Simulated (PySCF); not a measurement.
Precursor series metal swap MX4 F. Isolated molecules, 0 K electronic values unless said otherwise.

These are B3LYP-D3(BJ)/def2-TZVP // PBE-D3(BJ)/def2-SVP in PySCF values and carry that method's errors. B3LYP has the VWN-RPA correlation part, as in Gaussian. 

| species | coordination number | mean distance from the central atom to its bonded neighbours (Å) |
|---|---|---|
| M = Ti ([Ti(F)4]) | 4 | 1.744 |
| M = Zr | 4 | 1.909 |
| M = Nb, oxo ([Nb(=O)(F)3]) | 4 | 1.830 |
| M = Cr, dioxo ([Cr(=O)2(F)2]) | 4 | [?] |
| M = Mo, dioxo ([Mo(=O)2(F)2]) | 4 | [?] |
| M = W, dioxo ([W(=O)2(F)2]) | [?] | 1.794 |

**Question.** Some entries are withheld; supply them.

**Answer.** 
- M = Cr, dioxo ([Cr(=O)2(F)2]), mean distance from the central atom to its bonded neighbours (Å): 1.631
- M = Mo, dioxo ([Mo(=O)2(F)2]), mean distance from the central atom to its bonded neighbours (Å): 1.769
- M = W, dioxo ([W(=O)2(F)2]), coordination number: 4
